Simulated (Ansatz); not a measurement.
A short molecular-dynamics run on [CrF6]3- (CrF₆³⁻).

```yaml
crystal:
  periodic: [false, false, false]
  atoms:
    - {symbol: Cr, position_ang: [0.000009, -0.000120, -0.000073]}
    - {symbol: F, position_ang: [-0.019443, -0.010325, 1.999648]}
    - {symbol: F, position_ang: [0.019225, 0.010363, -1.999561]}
    - {symbol: F, position_ang: [1.999602, 0.005785, 0.019421]}
    - {symbol: F, position_ang: [-1.999191, -0.005711, -0.019433]}
    - {symbol: F, position_ang: [-0.006100, 1.999782, 0.010131]}
    - {symbol: F, position_ang: [0.005898, -1.999783, -0.010134]}
basis:
  gaussian: {orbitals: "6-31G*"}
total_charge: -3
magnetization: {spin_polarized: true, initial_magnetization: 3}
hamiltonian: {xc: {name: revPBE}, dispersion: d3bjatm}
md: {timestep: 2 fs, n_steps: 20, ensemble: nvt_langevin, temperature: 300, initial_velocities: maxwell_boltzmann, friction: 0.01, seed: 475}
scf: {omitted_lower_state_checks: [starts]}
```

```sh
$ ansatz run in.yaml --threads 4 --pin off --events-out ev --progress --plain --max-ram 8704MiB
```

| step | time (fs) | potential energy (eV) | kinetic (eV) | T (K) |
| --- | --- | --- | --- | --- |
| 0 | 0.0 | -44708.0093 | 0.2327 | 257 |
| 1 | 2.0 | -44707.9997 | 0.2577 | 285 |
| 2 | 4.0 | -44707.9881 | 0.2309 | 255 |
| 3 | 6.0 | -44707.9764 | 0.2230 | 247 |
| 4 | 8.0 | -44707.9635 | 0.2175 | 240 |
| 5 | 10.0 | -44707.9499 | 0.1973 | 218 |
| 6 | 12.0 | -44707.9387 | 0.1919 | 212 |
| 7 | 14.0 | -44707.9304 | 0.1794 | 198 |
| 8 | 16.0 | -44707.9252 | 0.1720 | 190 |
| 9 | 18.0 | -44707.9231 | 0.1486 | 164 |
| 10 | 20.0 | -44707.9230 | 0.1426 | 158 |
| 11 | 22.0 | -44707.9220 | 0.1397 | 154 |
| 12 | 24.0 | -44707.9197 | 0.1421 | 157 |
| 13 | 26.0 | -44707.9176 | 0.1910 | 211 |
| 14 | 28.0 | -44707.9155 | 0.1713 | 189 |
| 15 | 30.0 | -44707.9119 | 0.2030 | 224 |
| 16 | 32.0 | -44707.9075 | 0.1832 | 202 |
| 17 | 34.0 | -44707.9050 | 0.1353 | 150 |
| 18 | 36.0 | -44707.9041 | 0.1332 | 147 |
| 19 | 38.0 | -44707.9011 | 0.1358 | 150 |
| 20 | 40.0 | -44707.8958 | 0.1643 | 182 |

Velocities are drawn at the set temperature; a run this short doesn't reach equilibrium. Under Langevin dynamics the printed temperature counts 3N degrees of freedom, so it starts below the set value.

The 6-31G sets use Cartesian d functions. A multiply charged anion in the gas phase is held together partly by the finite basis. The highest occupied level of an anion often lies above zero with these methods, and sets without diffuse functions describe the outer electron poorly.

Frames (Å, forces in eV/Å):

```xyz
7
time=0.0 fs
Cr    0.000    0.000    0.000    0.001    0.003    0.002
F    -0.019   -0.010    2.000    0.004    0.002   -0.359
F     0.019    0.010   -2.000   -0.003   -0.002    0.358
F     2.000    0.006    0.019   -0.358   -0.001   -0.004
F    -1.999   -0.006   -0.019    0.356    0.000    0.003
F    -0.006    2.000    0.010    0.002   -0.360   -0.002
F     0.006   -2.000   -0.010   -0.001    0.358    0.001
7
time=2.0 fs
Cr   -0.002   -0.002    0.005    0.059    0.085   -0.200
F    -0.018   -0.011    1.997    0.004   -0.013   -0.329
F     0.009    0.006   -2.015    0.004    0.012    0.491
F     2.006    0.001    0.017   -0.424    0.012    0.002
F    -2.000    0.002   -0.013    0.372   -0.025    0.013
F    -0.010    2.003    0.019    0.013   -0.405   -0.006
F     0.017   -1.995   -0.020   -0.028    0.334    0.028
7
time=4.0 fs
Cr   -0.004   -0.004    0.011    0.122    0.142   -0.391
F    -0.015   -0.013    1.992    0.003   -0.024   -0.279
F    -0.003    0.002   -2.029    0.012    0.027    0.596
F     2.013   -0.007    0.016   -0.481    0.030    0.006
F    -2.001    0.009   -0.006    0.374   -0.045    0.021
F    -0.014    2.004    0.027    0.024   -0.428   -0.008
F     0.025   -1.990   -0.030   -0.055    0.299    0.056
7
time=6.0 fs
Cr   -0.006   -0.003    0.016    0.182    0.149   -0.567
F    -0.013   -0.015    1.987    0.001   -0.030   -0.214
F    -0.016   -0.001   -2.041    0.023    0.047    0.670
F     2.017   -0.016    0.015   -0.519    0.053    0.008
F    -2.000    0.016    0.001    0.360   -0.057    0.029
F    -0.015    2.005    0.035    0.032   -0.427   -0.010
F     0.031   -1.984   -0.041   -0.079    0.266    0.082
7
time=8.0 fs
Cr   -0.007   -0.002    0.022    0.219    0.136   -0.750
F    -0.010   -0.017    1.981    0.004   -0.034   -0.131
F    -0.030   -0.006   -2.052    0.037    0.069    0.726
F     2.021   -0.026    0.013   -0.542    0.079    0.014
F    -1.998    0.023    0.009    0.339   -0.067    0.039
F    -0.017    2.005    0.041    0.044   -0.421   -0.009
F     0.037   -1.979   -0.051   -0.100    0.238    0.110
7
time=10.0 fs
Cr   -0.007   -0.001    0.027    0.225    0.145   -0.912
F    -0.007   -0.018    1.976    0.010   -0.039   -0.051
F    -0.044   -0.010   -2.061    0.055    0.087    0.767
F     2.024   -0.036    0.011   -0.549    0.106    0.019
F    -1.994    0.029    0.016    0.316   -0.081    0.048
F    -0.020    2.005    0.046    0.062   -0.412   -0.007
F     0.043   -1.972   -0.060   -0.118    0.195    0.134
7
time=12.0 fs
Cr   -0.005   -0.001    0.030    0.197    0.168   -1.038
F    -0.004   -0.018    1.971    0.019   -0.047    0.023
F    -0.060   -0.014   -2.068    0.079    0.101    0.788
F     2.024   -0.045    0.008   -0.535    0.130    0.021
F    -1.989    0.036    0.022    0.286   -0.096    0.056
F    -0.025    2.005    0.050    0.086   -0.396   -0.007
F     0.049   -1.965   -0.068   -0.132    0.139    0.155
7
time=14.0 fs
Cr   -0.003    0.000    0.033    0.158    0.192   -1.153
F    -0.001   -0.017    1.966    0.031   -0.053    0.105
F    -0.077   -0.016   -2.072    0.105    0.115    0.790
F     2.023   -0.052    0.004   -0.502    0.152    0.025
F    -1.983    0.042    0.028    0.240   -0.109    0.067
F    -0.030    2.004    0.054    0.109   -0.367   -0.006
F     0.055   -1.957   -0.076   -0.142    0.071    0.173
7
time=16.0 fs
Cr   -0.002    0.001    0.036    0.137    0.212   -1.258
F     0.002   -0.017    1.961    0.042   -0.060    0.200
F    -0.094   -0.019   -2.072    0.128    0.128    0.772
F     2.020   -0.057   -0.002   -0.454    0.172    0.029
F    -1.975    0.047    0.033    0.173   -0.121    0.077
F    -0.033    2.001    0.059    0.127   -0.320   -0.008
F     0.062   -1.949   -0.082   -0.153   -0.011    0.187
7
time=18.0 fs
Cr   -0.001    0.003    0.038    0.137    0.204   -1.313
F     0.005   -0.018    1.957    0.051   -0.064    0.281
F    -0.109   -0.022   -2.068    0.150    0.143    0.741
F     2.017   -0.058   -0.006   -0.407    0.187    0.027
F    -1.966    0.051    0.038    0.089   -0.129    0.085
F    -0.037    1.998    0.065    0.142   -0.262   -0.016
F     0.068   -1.942   -0.086   -0.161   -0.080    0.194
7
time=20.0 fs
Cr    0.001    0.006    0.037    0.130    0.177   -1.311
F     0.009   -0.020    1.954    0.058   -0.062    0.330
F    -0.124   -0.025   -2.065    0.172    0.163    0.705
F     2.014   -0.058   -0.008   -0.353    0.202    0.018
F    -1.957    0.053    0.041    0.005   -0.131    0.090
F    -0.039    1.996    0.072    0.153   -0.202   -0.027
F     0.074   -1.934   -0.089   -0.165   -0.147    0.195
7
time=22.0 fs
Cr    0.004    0.008    0.036    0.114    0.172   -1.288
F     0.014   -0.022    1.951    0.064   -0.059    0.370
F    -0.137   -0.028   -2.061    0.194    0.181    0.666
F     2.011   -0.058   -0.011   -0.290    0.218    0.006
F    -1.949    0.054    0.045   -0.075   -0.130    0.093
F    -0.041    1.995    0.078    0.162   -0.152   -0.040
F     0.080   -1.925   -0.092   -0.169   -0.230    0.192
7
time=24.0 fs
Cr    0.006    0.010    0.033    0.099    0.168   -1.254
F     0.021   -0.022    1.947    0.066   -0.060    0.412
F    -0.151   -0.032   -2.058    0.215    0.196    0.627
F     2.005   -0.059   -0.012   -0.214    0.235   -0.013
F    -1.940    0.055    0.049   -0.161   -0.132    0.095
F    -0.043    1.994    0.083    0.171   -0.106   -0.055
F     0.087   -1.918   -0.094   -0.176   -0.301    0.187
7
time=26.0 fs
Cr    0.008    0.012    0.029    0.087    0.166   -1.180
F     0.029   -0.021    1.942    0.064   -0.064    0.442
F    -0.163   -0.035   -2.054    0.231    0.213    0.580
F     1.999   -0.061   -0.013   -0.122    0.253   -0.038
F    -1.930    0.054    0.054   -0.250   -0.131    0.093
F    -0.043    1.993    0.089    0.175   -0.067   -0.078
F     0.096   -1.913   -0.098   -0.186   -0.369    0.181
7
time=28.0 fs
Cr    0.011    0.013    0.023    0.093    0.168   -1.056
F     0.039   -0.019    1.939    0.060   -0.069    0.439
F    -0.174   -0.039   -2.051    0.244    0.230    0.531
F     1.993   -0.061   -0.014   -0.030    0.269   -0.067
F    -1.921    0.052    0.059   -0.344   -0.130    0.087
F    -0.042    1.994    0.096    0.174   -0.038   -0.106
F     0.106   -1.907   -0.102   -0.198   -0.431    0.172
7
time=30.0 fs
Cr    0.013    0.016    0.016    0.121    0.127   -0.922
F     0.051   -0.019    1.935    0.053   -0.071    0.432
F    -0.183   -0.043   -2.047    0.254    0.250    0.478
F     1.987   -0.060   -0.015    0.062    0.284   -0.098
F    -1.910    0.051    0.064   -0.456   -0.126    0.083
F    -0.041    1.995    0.105    0.174   -0.005   -0.136
F     0.114   -1.904   -0.105   -0.208   -0.460    0.162
7
time=32.0 fs
Cr    0.016    0.019    0.010    0.137    0.055   -0.772
F     0.063   -0.020    1.932    0.043   -0.069    0.418
F    -0.190   -0.049   -2.043    0.262    0.275    0.421
F     1.981   -0.058   -0.015    0.160    0.297   -0.132
F    -1.899    0.050    0.069   -0.560   -0.120    0.078
F    -0.040    1.995    0.114    0.172    0.025   -0.167
F     0.121   -1.903   -0.108   -0.215   -0.462    0.152
7
time=34.0 fs
Cr    0.019    0.021    0.003    0.107    0.000   -0.600
F     0.076   -0.023    1.932    0.032   -0.065    0.372
F    -0.196   -0.054   -2.039    0.268    0.293    0.373
F     1.974   -0.057   -0.016    0.259    0.304   -0.165
F    -1.892    0.048    0.076   -0.619   -0.116    0.071
F    -0.038    1.996    0.120    0.171    0.036   -0.192
F     0.127   -1.904   -0.110   -0.218   -0.454    0.142
7
time=36.0 fs
Cr    0.023    0.021   -0.003    0.020   -0.031   -0.434
F     0.088   -0.024    1.933    0.026   -0.064    0.314
F    -0.201   -0.060   -2.036    0.272    0.307    0.334
F     1.968   -0.055   -0.017    0.358    0.304   -0.193
F    -1.888    0.047    0.083   -0.628   -0.112    0.060
F    -0.035    1.997    0.124    0.169    0.030   -0.216
F     0.131   -1.907   -0.112   -0.217   -0.435    0.135
7
time=38.0 fs
Cr    0.028    0.020   -0.009   -0.077   -0.038   -0.269
F     0.099   -0.021    1.934    0.021   -0.074    0.261
F    -0.204   -0.064   -2.032    0.274    0.318    0.291
F     1.962   -0.053   -0.019    0.465    0.302   -0.219
F    -1.884    0.046    0.091   -0.630   -0.112    0.047
F    -0.030    1.998    0.129    0.165    0.026   -0.243
F     0.137   -1.909   -0.115   -0.218   -0.421    0.132
7
time=40.0 fs
Cr    0.031    0.019   -0.015   -0.139   -0.049   -0.086
F     0.110   -0.015    1.936    0.017   -0.090    0.201
F    -0.208   -0.069   -2.028    0.273    0.328    0.240
F     1.957   -0.051   -0.021    0.562    0.299   -0.245
F    -1.879    0.045    0.100   -0.650   -0.115    0.034
F    -0.025    1.997    0.136    0.160    0.021   -0.275
F     0.142   -1.914   -0.119   -0.222   -0.394    0.131
```

Run time 75 s (4 threads of Intel Xeon on a shared host).
